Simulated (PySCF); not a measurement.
A structure optimised at PBE-D3(BJ)/def2-SVP, used in a PySCF frequency run:

```
O
C 1 1.4212
H 2 1.1180 1 110.80
H 2 1.1194 3 106.49 1 -119.21
C 1 1.4298 2 113.71 3 -53.45
H 5 1.1116 1 108.04 2 -145.36
H 5 1.1156 6 106.58 1 -120.88
C 2 1.5166 3 110.54 4 -120.35
H 8 1.1079 2 110.52 3 60.12
H 8 1.1081 9 108.48 2 -121.28
H 8 1.1081 9 108.47 10 -117.18
Si 5 1.9009 6 110.77 7 -123.77
F 12 1.6468 5 111.26 6 71.35
H 12 1.5000 13 108.03 5 120.21
H 12 1.5015 14 110.23 13 -117.93
```
Charge 0, spin multiplicity 1.

### Question
Write its SMILES and formula.

### Answer
CCOC[SiH2]F, C3H9FOSi

### Question
What are its rotational constants (standard atomic weights)?

### Answer
8.3321, 1.0910, 1.0526 GHz
